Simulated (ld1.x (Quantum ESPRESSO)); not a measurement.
## Reading a pseudo-wave (N)

Columns: radius, all-electron u(r) and pseudo u(r) of the 2p shell (level -7.16 eV) of nitrogen in the configuration [He] 2s2 2p3; PW91, scalar-relativistic, ultrasoft scheme, ld1.x (Quantum ESPRESSO) 7.5.

```csv
r (bohr),all-electron,pseudo
0.082,0.0521,0.0109
0.165,0.1621,0.0434
0.248,0.2863,0.0953
0.330,0.4030,0.1622
0.413,0.5060,0.2413
0.495,0.5901,0.3259
0.578,0.6578,0.4127
0.660,0.7085,0.4948
0.742,0.7443,0.5690
0.825,0.7672,0.6327
0.908,0.7788,0.6826
0.990,0.7810,0.7173
1.072,0.7758,0.7376
1.155,0.7646,0.7448
1.238,0.7488,0.7404
1.320,0.7298,0.7273
1.402,0.7082,0.7080
1.485,0.6845,0.6848
1.568,0.6596,0.6597
1.650,0.6343,0.6343
1.733,0.6083,0.6083
1.815,0.5825,0.5825
1.898,0.5566,0.5566
1.980,0.5315,0.5315
2.062,0.5068,0.5068
2.145,0.4824,0.4824
```

Problem. How many radial nodes do the two functions have?

Solution. The all-electron 2p function has n − l − 1 = 0; the pseudo-wave has 0.

Problem. At about which radius was the pseudo-wave matched?

Solution. 1.65 bohr. The columns agree to 0.0005 from 1.40 bohr on; several derivatives are matched, so the curves merge somewhat inside the radius.

Problem. Where does each function peak?

Solution. Outermost all-electron maximum near 0.99 bohr, pseudo maximum near 1.16 bohr (to the table’s step).

Problem. Is the pseudo-wave norm-conserving?

Solution. No, it belongs to an ultrasoft set: the norm inside the radius is not constrained, and the difference is carried by the augmentation charge.
